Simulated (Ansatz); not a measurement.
Isolated molecules relaxed with PBE0-D4/def2-TZVP in Ansatz; ΔE leaves out vibrations. CCSD(T)/CBS adds triple-zeta CCSD(T) − MP2 to the extrapolated MP2 energy (def2 sets, frozen cores). This one scheme is used for every species. DFT in def2-TZVPP. For Ge outer-core shells are correlated without core-valence functions, which leaves a few kJ/mol of doubt a bond. Scalar relativity is left out up to krypton. One conformer a species, not always the lowest.

`NC[CH2][GeH3]` + `SS` → `NCSS` + `[CH3][GeH3]`  (substitution at a C–C bond)

Is it downhill or uphill in electronic energy at CCSD(T)/CBS, and by how much? (Best estimate.)

Ansatz gave: Downhill: ΔE = -0.25 eV.

What do these levels give: PBE-D4, r2SCAN-D4, PBE0-D4, ωB97X-V, ωB97M-V, r2SCAN, PBE0, HF/def2-TZVPP, SCS-MP2/def2-TZVPP, CCSD/def2-TZVPP, HF/def2-QZVPP, HF/CBS(def2)? (Estimate.)

Ansatz gave: PBE-D4 -0.39, r2SCAN-D4 -0.37, PBE0-D4 -0.33, ωB97X-V -0.27, ωB97M-V -0.28, r2SCAN -0.37, PBE0 -0.32, HF/def2-TZVPP -0.19, SCS-MP2/def2-TZVPP -0.25, CCSD/def2-TZVPP -0.21, HF/def2-QZVPP -0.19, HF/CBS(def2) -0.19 eV.

Largest T1 diagnostic among the species: 0.012.

From PBE to PBE0 (25 % exact exchange), in def2-TZVPP and without D4, ΔE moves by +0.06 eV. In def2-TZVPP, CCSD(T) changes the Hartree–Fock value by −0.05 eV (the triples alone add −0.04 eV) and MP2 by −0.10 eV.
